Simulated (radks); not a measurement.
Ionisation of the copper ion Cu3+, [Ar] 3d8, to [Ar] 3d7 as the strength of local exchange is varied. All-electron calculation, scalar-relativistic Kohn-Sham, Slater X-alpha exchange (alpha = 2/3 is LDA exchange), no correlation, spin-polarised, spherical densities, finite nucleus; open shells are filled with parallel spins first; Fermi nuclear charge, rms radius 3.8823 fm. Program: a radial shooting solver on a logarithmic mesh with Libxc functionals.

alpha  E(Cu3+) (hartree)  exchange (hartree)  IE (eV)  -e of the level emptied (eV)  <r> of it (bohr)
0.55         -1636.67775           -50.11776   53.260                   43.212 (3d)            0.8871
0.667        -1647.38211           -61.17414   56.370                   46.115 (3d)            0.8674
0.703        -1650.68970           -64.60374   57.353                   47.036 (3d)            0.8616
0.718        -1652.06979           -66.03656   57.766                   47.424 (3d)            0.8592
0.753        -1655.29443           -69.38857   58.737                   48.337 (3d)            0.8537
0.778        -1657.60154           -71.79035   59.438                   48.996 (3d)            0.8499
0.98         -1676.35839           -91.42500   65.308                   54.552 (3d)            0.8203

NIST Atomic Spectra Database: 57.38 eV (semi-empirical). The Delta-SCF value meets it near alpha = 0.70. Open shells are spherical and high-spin; term and fine-structure splittings are not resolved.
